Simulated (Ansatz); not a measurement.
Stepwise reaction of `[O]=[Mo](=[S])([Cl])[Cl]` with water, as a gas-phase model of exchange steps in deposition or etching. ΔE in kJ/mol; ΔG adds harmonic PBE0-D4 terms to CCSD(T)/CBS, at 1 bar.

Calculated with Ansatz (gas phase, PBE0-D4/def2-TZVP geometries, no zero-point term in ΔE). CCSD(T)/CBS adds triple-zeta CCSD(T) − MP2 to the extrapolated MP2 energy (def2 sets, frozen cores). This one scheme is used for every species. Functionals use def2-TZVPP. B3LYP here is the variant with VWN-RPA as its local correlation; programs differ in this. def2 core potentials past Kr. For Mo outer-core shells are correlated without core-valence functions, which leaves a few kJ/mol of doubt a bond. Each species was taken in one conformer, which may not be the lowest.

```tsv
step	reaction	PBE-D4	B3LYP-D4	ωB97M-V	CCSD(T)/CBS	ΔG(600 K)
2	`[O]=[Mo]([OH])(=[S])[Cl]` + H₂O → `[O]=[Mo]([OH])([OH])=[S]` + HCl	38.5	38.0	37.2	48.4	40.4
```

(1) Give the row of step 1, `[O]=[Mo](=[S])([Cl])[Cl]` + H₂O → `[O]=[Mo]([OH])(=[S])[Cl]` + HCl. (Best estimate.)

(2) By hand: ΔE of the 2 steps together at CCSD(T)/CBS.

Results:

(1) Ansatz gave: 
```
step                                                             reaction  PBE-D4  B3LYP-D4  ωB97M-V  CCSD(T)/CBS  ΔG(600 K)
   1  `[O]=[Mo](=[S])([Cl])[Cl]` + H₂O → `[O]=[Mo]([OH])(=[S])[Cl]` + HCl    28.3      28.3     24.8         36.5       32.5
```

(2) (36.5) + (48.4) = 84.9 kJ/mol, or 42.5 kJ/mol a step.

In ΔE each step is higher than the one before. All are uphill at CCSD(T)/CBS. ΔG lies between 32.5 and 40.4 kJ/mol a step. PBE-D4 differs from CCSD(T)/CBS by -9.9 to -8.2 kJ/mol a step. Isolated molecules leave out the surface, adducts and barriers. Largest T1 diagnostic: 0.025.
